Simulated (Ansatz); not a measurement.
CH$_{6}$GeN (`[CH3][GeH][NH2]`) radical, relaxed with UKS PBE-D4/def2-SVP in Ansatz 0.2.0 from a rough embedded geometry. The force threshold is 0.03 eV/Å; the program also tests the step.

Charge 0, multiplicity 2.

Start:

```xyz
9

C    -0.008    0.554   -1.240
Ge    0.735   -0.236    0.293
N    -0.628   -0.515    1.528
H    -0.733   -0.083   -1.691
H     0.777    0.752   -2.050
H    -0.475    1.582   -1.017
H     1.400   -1.596   -0.082
H    -0.099   -0.914    2.409
H    -0.969    0.457    1.850
```

**Question.** How much energy does the relaxation release, and in how many steps? (Best estimate.)

**Answer.** Computed: 9.18 kcal/mol, in 5 steps.

**Question.** Which bonds change most? (Best estimate.)

**Answer.** Computed: C1–Ge2 from 1.878 to 1.987 Å; N3–H8 from 1.103 to 1.027 Å; N3–H9 from 1.080 to 1.027 Å; C1–H4 from 1.065 to 1.109 Å.

**Question.** Give the relaxed structure. (Estimate.)

**Answer.** Ansatz gave: 
```xyz
9

C    -0.006    0.606   -1.290
Ge    0.875   -0.156    0.320
N    -0.509   -0.466    1.542
H    -0.819   -0.074   -1.615
H     0.733    0.710   -2.108
H    -0.434    1.604   -1.071
H     1.396   -1.606   -0.012
H    -0.228   -0.993    2.379
H    -1.008    0.376    1.854
```
